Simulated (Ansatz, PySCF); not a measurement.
Gas-phase reaction in SMILES: P (PH3) -> [PH2] (PH2) + H atom (the H-P bond at the site shown breaks; other sites are not compared here)
Each molecule is optimised on its own at B3LYP-D3(BJ)/def2-TZVP (Ansatz, a quantum-chemistry and plane-wave program).

Quantity: bond dissociation energy (enthalpy at 298 K, with B3LYP-D3(BJ) rigid-rotor harmonic-oscillator terms from PySCF), in kcal/mol. Cores are frozen in the correlated levels unless marked. UHF or UKS for open shells. No spin-orbit coupling. Non-relativistic. CBS(X,Y): correlation extrapolated as X^-3; Hartree-Fock from the larger set. The bracket is a focal-point correction in the basis named.

| level | program | bond dissociation energy (kcal/mol) | minus last row |
|---|---|---|---|
| HF/6-31G* | Ansatz | 57.5 | -25.1 |
| HF/aug-cc-pV(D+d)Z | Ansatz | 57.7 | -24.9 |
| HF/def2-SVP | Ansatz | 58.1 | -24.5 |
| HF/aug-cc-pV(Q+d)Z | Ansatz | 58.5 | -24.1 |
| BLYP-D3(BJ)/def2-TZVPD | Ansatz + dftd3 | 80.4 | -2.2 |
| BLYP/def2-TZVPD | Ansatz | 79.7 | -2.9 |
| TPSS-D4/def2-TZVPD | PySCF + dftd4 | 83.0 | 0.4 |
| BHLYP-D3(BJ)/def2-TZVPD | Ansatz + dftd3 | 80.1 | -2.5 |
| LC-wPBE-D3(BJ)/def2-TZVPD | Ansatz + dftd3 | 78.7 | -3.9 |
| B2GP-PLYP-D3(BJ)/def2-TZVPD | Ansatz + dftd3 | 79.9 | -2.7 |
| B2GP-PLYP-D4/def2-TZVPD | Ansatz + dftd4 | 79.9 | -2.7 |
| B2PLYP-D4/def2-TZVPD | Ansatz + dftd4 | 80.2 | -2.4 |
| MP2/cc-pV(T+d)Z | Ansatz | 79.1 | -3.5 |
| RI-MP2/CBS(def2-TZVPPD,def2-QZVPPD) | Ansatz | 81.2 | -1.4 |
| SCS-MP2/cc-pV(D+d)Z | Ansatz | 76.8 | -5.8 |
| SCS-MP2/cc-pV(T+d)Z | Ansatz | 81.1 | -1.5 |
| CCSD/def2-SVP | Ansatz | 76.8 | -5.8 |
| CCSD/def2-TZVPP | Ansatz | 80.2 | -2.4 |
| RI-MP2/CBS(def2-TZVPP,def2-QZVPP)+[CCSD(T)-MP2]/def2-TZVPP | Ansatz | 82.9 | 0.3 |
| RI-MP2/CBS(aug-cc-pV(T+d)Z,aug-cc-pV(Q+d)Z)+[CCSD(T)-MP2]/aug-cc-pV(Q+d)Z | Ansatz | 82.7 | 0.1 |
| CCSD(T)/CBS(aug-cc-pV(T+d)Z,aug-cc-pV(Q+d)Z) | Ansatz | 82.6 | 0.0 |
